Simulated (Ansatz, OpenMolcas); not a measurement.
**How methods differ on AlSiH5O2 (SMILES O[SiH2][O][AlH2])**

AlSiH5O2 has 9 atoms, charge 0, and is taken as a singlet. As SMILES, `O[SiH2][O][AlH2]`. The coordinates come from a PBE0-D4/def2-TZVP relaxation. This is one conformer, not always the lowest.

Quantity: the vertical ionisation energy (to the doublet cation), in eV. The values are calculated.

```
           level                   kind     program  value (eV)  CPU time (all runs)
      HF/cc-pVDZ           Hartree–Fock      Ansatz       10.32                 22 s
    TPSS/cc-pVDZ               meta-GGA  OpenMolcas        9.71              4.1 min
   BHLYP/cc-pVDZ          global hybrid  OpenMolcas       10.61              2.4 min
 r2SCAN0/cc-pVDZ        hybrid meta-GGA      Ansatz       10.30                 68 s
  B2PLYP/cc-pVDZ          double hybrid      Ansatz       10.38                 55 s
 RPA@PBE/cc-pVDZ                    RPA      Ansatz       10.01                 52 s
RPA@PBE0/cc-pVDZ                    RPA      Ansatz       10.43                 53 s
    CCSD/cc-pVDZ  coupled cluster or CI      Ansatz       10.79              2.1 min
```

The values span 9.71 to 10.79 eV. The second state's dipole differs much between rows, so they may not all be the same state. CPU times are rough (shared hosts, several kinds of processor and program).
